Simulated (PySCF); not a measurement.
SMILES CO[Si](OC)(OC)[O][Al]([OH])[OH], GFN2-xTB optimised geometry.

```
22

Si    -1.23     1.66     0.03
O      0.06     2.61    -0.18
C      1.32     2.44     0.43
O     -2.30     1.97    -1.15
C     -2.10     1.82    -2.53
O     -1.93     2.02     1.44
C     -3.07     1.43     1.99
O     -0.81     0.09     0.00
Al    -0.03    -1.39     0.00
O      1.63    -1.39     0.00
O     -0.89    -2.81    -0.01
H      1.27     2.76     1.47
H      2.03     3.07    -0.12
H      1.63     1.40     0.38
H     -1.80     0.79    -2.77
H     -3.05     2.05    -3.02
H     -1.33     2.50    -2.88
H     -2.93     0.35     2.10
H     -3.23     1.88     2.97
H     -3.94     1.61     1.35
H      2.30    -2.05    -0.01
H     -1.80    -3.07    -0.02
```

Density from CAM-B3LYP/def2-SVP (PySCF) at that geometry.

Minimum of the electron density along straight lines between bonded atoms, close to the bond critical point (lines longer than 1.1 times the sum of covalent radii, or with two minima, are not listed):

| bond | length / Å | ρ at the minimum / e bohr⁻³ | ∇²ρ there / e bohr⁻⁵ | position (fraction from the first atom) |
|---|---|---|---|---|
| Si1–O2 | 1.615 | 0.135 | 1.13 | 0.41 |
| O2–C3 | 1.405 | 0.252 | -0.31 | 0.66 |
| Si1–O4 | 1.619 | 0.133 | 1.11 | 0.41 |
| O4–C5 | 1.404 | 0.254 | -0.34 | 0.66 |
| Si1–O6 | 1.617 | 0.134 | 1.12 | 0.41 |
| O6–C7 | 1.403 | 0.254 | -0.33 | 0.66 |
| Si1–O8 | 1.632 | 0.126 | 1.05 | 0.41 |
| O8–Al9 | 1.667 | 0.104 | 0.98 | 0.57 |
| Al9–O10 | 1.657 | 0.108 | 1.03 | 0.43 |
| Al9–O11 | 1.660 | 0.106 | 1.03 | 0.43 |
| C3–H12 | 1.091 | 0.283 | -1.09 | 0.64 |
| C3–H13 | 1.090 | 0.284 | -1.10 | 0.64 |
| C3–H14 | 1.093 | 0.283 | -1.10 | 0.64 |
| C5–H15 | 1.093 | 0.281 | -1.07 | 0.63 |
| C5–H16 | 1.090 | 0.284 | -1.11 | 0.64 |
| C5–H17 | 1.091 | 0.283 | -1.10 | 0.64 |
| C7–H18 | 1.093 | 0.281 | -1.07 | 0.63 |
| C7–H19 | 1.090 | 0.284 | -1.11 | 0.64 |
| C7–H20 | 1.091 | 0.283 | -1.10 | 0.64 |
| O10–H21 | 0.948 | 0.357 | -2.55 | 0.82 |
| O11–H22 | 0.948 | 0.357 | -2.55 | 0.82 |
